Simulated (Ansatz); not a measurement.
Stepwise reaction of `[OH][Ta]([F])([F])=[S]` with ammonia, as a gas-phase model of exchange steps in deposition or etching. ΔE in kJ/mol; ΔG adds harmonic PBE0-D4 terms to CCSD(T)/CBS, at 1 bar.

Gas-phase electronic energies from Ansatz, PBE0-D4/def2-TZVP geometries. CCSD(T)/CBS is the MP2 limit (def2-TZVPP, def2-QZVPP) plus CCSD(T) − MP2 in def2-TZVPP, frozen cores. This one scheme is used for every species. DFT in def2-TZVPP. B3LYP here is the variant with VWN-RPA as its local correlation; programs differ in this. Elements past krypton have def2 core potentials. For Ta outer-core shells are correlated without core-valence functions, which leaves a few kJ/mol of doubt a bond. One conformer a species, not always the lowest.

```tsv
step	reaction	PBE-D4	B3LYP-D4	ωB97M-V	CCSD(T)/CBS	ΔG(400 K)
1	`[OH][Ta]([F])([F])=[S]` + NH₃ → `[NH2][Ta]([OH])([F])=[S]` + H–F	77.5	77.3	77.6	65.7	63.5
2	`[NH2][Ta]([OH])([F])=[S]` + NH₃ → `[NH2][Ta]([NH2])([OH])=[S]` + H–F	92.6	93.4	93.4	81.3	74.9
```

(1) By hand: ΔE of the 2 steps together at CCSD(T)/CBS.

Results:

(1) (65.7) + (81.3) = 147.0 kJ/mol, or 73.5 kJ/mol a step.

In ΔE each step is higher than the one before. All are uphill at CCSD(T)/CBS. ΔG lies between 63.5 and 74.9 kJ/mol a step. PBE-D4 differs from CCSD(T)/CBS by 11.3 to 11.8 kJ/mol a step. Only this route is followed, and other bonds may react first. Isolated molecules leave out the surface, adducts and barriers. Largest T1 diagnostic: 0.020.
